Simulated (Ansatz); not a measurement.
AsP₂, relaxed as a doublet with UKS PBE-D4/def2-TZVP in Ansatz, starting from the GFN1-xTB geometry. Force threshold 0.02 eV/Å.

The relaxation made no stability test and no search for a lower SCF solution. Another isomer (doublet) lies 1.33 eV lower at PBE0-D4/def2-TZVP; other spin states weren't run for this one.

Start:

Cartesian coordinates in Å:
```
P 0.3108 -1.5192 -1.2376
P 0.0052 -0.0276 -0.0232
As -0.3160 1.5469 1.2608
```

(1) Estimate the energy that the relaxation releases and the steps that it takes.

(2) Does the start keep its bonding and symmetry?

(3) Predict the relaxed structure.

## Answers

(1) 1.4 kJ/mol, in 3 steps; 3 s on 4 threads of Arm Neoverse V1 on a shared host. No frequencies were taken in this run, so the end may be a saddle point.

(2) By distances, no bond broke or formed. The bond that changes most is P2–As3, from 2.06 to 2.09 Å (atoms count from 1). Point group C∞v at the start, C∞v at the end, both within 0.05 Å.

(3) 
```xyz
3

P     0.314   -1.534   -1.250
P     0.007   -0.034   -0.028
As   -0.320    1.568    1.278
```
Bond lengths: 1 × P–P 1.96 Å; 1 × As–P 2.09 Å.
